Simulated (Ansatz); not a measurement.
GeFCl₂Br, SMILES [F][Ge]([Cl])([Cl])[Br].

The structure is a stationary point at PBE-D3(BJ)/def2-SVP.

Two levels are set side by side: PBE/def2-SVPD (Ansatz, a first-principles code) and PBE0/def2-SVPD (Ansatz). Energy differences of separate SCF runs at the same geometry; the states with an electron removed or added have multiplicity 2 and 2. Differences are taken from unrounded values.

| quantity | PBE0 |
|---|---|
| vertical ionisation energy (eV) | 11.52 |
| vertical electron affinity (eV) | 1.12 |
| vertical singlet–triplet gap (eV) | 4.97 |

**Question.** What does PBE give, and how far is it from PBE0? (The exact figures need the calculation; the answer reports its results.)

**Answer.** 
| quantity | PBE | PBE minus PBE0 |
|---|---|---|
| vertical ionisation energy (eV) | 10.96 | -0.56 |
| vertical electron affinity (eV) | 1.23 | 0.11 |
| vertical singlet–triplet gap (eV) | 4.41 | -0.56 |
